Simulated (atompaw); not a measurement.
# An all-electron radial function and its pseudo partner (vanadium)

Columns: radius, all-electron u(r) and pseudo u(r) of the 4s shell (level -7.90 eV) of vanadium in the configuration [Ne] 3s2 3p6 3d3 4s1.5 4p0; LDA (PW92), scalar-relativistic, PAW (atompaw) scheme, atompaw 4.2.0.5.

```tsv
r (bohr)	all-electron	pseudo
0.065	-0.0540	-0.0468
0.131	0.1024	-0.0929
0.196	0.1716	-0.1354
0.262	0.1452	-0.1743
0.327	0.0645	-0.2072
0.392	-0.0341	-0.2337
0.458	-0.1283	-0.2533
0.523	-0.2027	-0.2648
0.588	-0.2536	-0.2681
0.654	-0.2811	-0.2631
0.719	-0.2864	-0.2501
0.785	-0.2731	-0.2289
0.850	-0.2454	-0.2009
0.915	-0.2067	-0.1664
0.981	-0.1593	-0.1258
1.046	-0.1073	-0.0813
1.112	-0.0514	-0.0326
1.177	0.0049	0.0177
1.242	0.0612	0.0692
1.308	0.1172	0.1217
1.373	0.1704	0.1727
1.438	0.2211	0.2221
1.504	0.2697	0.2700
1.569	0.3143	0.3144
1.635	0.3563	0.3563
1.700	0.3943	0.3943
```

How many radial nodes do the two functions have?

The all-electron 4s function has n − l − 1 = 3; the pseudo-wave has 1, since 1 lower shell of the same l stays in the valence.

Is the pseudo-wave norm-conserving?

No, it belongs to a PAW set: the norm inside the radius is not constrained, and the difference is carried by the augmentation charge.
